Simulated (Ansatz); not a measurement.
C6H16F2Ga2, SMILES `C[CH2][Ga@-]1([CH3])[F+][Ga@-]([CH3])([CH2]C)[F+]1` at its PBE0-D4/def2-TZVP geometry, where that method's forces vanish. Total charge 0; spin multiplicity 1.

| atom | x (Å) | y (Å) | z (Å) |
| --- | --- | --- | --- |
| C1 | -1.2664 | -1.8359 | -1.6427 |
| C2 | -1.5306 | -2.2872 | -0.2110 |
| Ga3 | -0.9285 | -1.0298 | 1.1708 |
| C4 | -1.0325 | -0.9340 | 3.1203 |
| F5 | -1.2913 | 0.7803 | 0.5128 |
| Ga6 | 0.5309 | 1.3946 | 0.1421 |
| C7 | 1.0489 | 2.5086 | 1.6629 |
| C8 | 0.7699 | 1.4538 | -1.8066 |
| C9 | 2.0231 | 0.7228 | -2.2838 |
| F10 | 0.8787 | -0.4598 | 0.6772 |
| H11 | -1.7755 | -0.8954 | -1.8660 |
| H12 | -0.2005 | -1.6783 | -1.8240 |
| H13 | -1.6141 | -2.5760 | -2.3698 |
| H14 | -1.0401 | -3.2467 | -0.0141 |
| H15 | -2.5998 | -2.4662 | -0.0552 |
| H16 | -2.0600 | -0.7508 | 3.4417 |
| H17 | -0.6966 | -1.8656 | 3.5799 |
| H18 | -0.4063 | -0.1213 | 3.4913 |
| H19 | 0.6523 | 2.0913 | 2.5896 |
| H20 | 2.1363 | 2.5659 | 1.7480 |
| H21 | 0.6662 | 3.5252 | 1.5510 |
| H22 | 0.7947 | 2.5001 | -2.1262 |
| H23 | -0.1236 | 1.0146 | -2.2584 |
| H24 | 2.1085 | 0.7406 | -3.3743 |
| H25 | 2.9352 | 1.1737 | -1.8829 |
| H26 | 2.0214 | -0.3246 | -1.9725 |

Q: For each bond, give half the difference of the two atoms' forces along it (eV/Å; positive pushes the atoms apart) under PBE-D4, r2SCAN-D4, B3LYP-D4, ωB97M-V in def2-TZVPP. (Estimate.)

A: Ansatz gave: 
```tsv
bond	length (Å)	PBE-D4	r2SCAN-D4	B3LYP-D4	ωB97M-V
C1–H12	1.093	0.11	-0.03	-0.08	-0.06
C2–Ga3	1.963	-0.05	-0.02	0.02	-0.08
C2–H14	1.095	0.11	-0.02	-0.10	-0.09
C2–H15	1.095	0.11	-0.02	-0.10	-0.09
Ga3–F10	1.958	0.28	-0.01	0.14	0.06
F5–Ga6	1.958	0.28	-0.01	0.13	0.06
Ga6–C8	1.964	-0.05	-0.02	0.02	-0.07
Ga6–F10	1.961	0.28	-0.02	0.14	0.06
C7–H21	1.092	0.11	0.00	-0.06	-0.04
C8–C9	1.527	0.00	0.15	0.20	0.24
C8–H23	1.093	0.10	-0.03	-0.12	-0.08
C9–H24	1.094	0.12	-0.03	-0.07	-0.10
C9–H25	1.094	0.10	-0.04	-0.06	-0.07
C9–H26	1.093	0.11	-0.04	-0.08	-0.07
```

B3LYP here is the variant with VWN-RPA as its local correlation; programs differ in this.
